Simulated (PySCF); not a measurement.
# Pt⁵²⁺: ionisation energy

Pt⁵²⁺ [Ar] 3d8 (3F) → Pt⁵³⁺ [Ar] 3d7 (4F), as a difference of total energies. Computed with PySCF 2.14 in an even-tempered Gaussian basis (17 s from 13 bohr⁻², ratio 2.5; 13 p from 17 bohr⁻², ratio 2.5; 7 d from 17 bohr⁻², ratio 2.5; 4 f from 66 bohr⁻², ratio 2.7; 3 g from 99 bohr⁻², ratio 2.7), with scalar relativity by spin-free X2C-1e. Correlated levels: outer shells: [Ne] frozen; virtual orbitals above 40 to 60 times the deepest correlated orbital energy dropped. The calculations carry no spin-orbit coupling.

```
            method  ionisation energy (eV)
               UHF                  5014.6
               PBE                  5014.4
              PBE0                  5015.0
            r2SCAN                  5016.6
              BP86                  5015.0
             B97-3                  5015.4
MP2 (outer shells)                  5016.1
```

Task: Estimate what SCS-MP2 (outer shells) gives.

Result: 5016.0 eV, closest to MP2 (outer shells) among the rows shown.

Task: Estimate what LDA gives.

Result: 5014.3 eV, closest to PBE among the rows shown.

Spin-orbit coupling is strong in these open shells (close to jj coupling). The scalar numbers leave it out and a first-order estimate fails, so it can dominate the gap to the real levels.

Breit and QED terms and the two-electron picture change are absent.

For comparison: 4980 ± 4 eV (theoretical estimate listed by NIST; NIST Atomic Spectra Database, ionization energies).
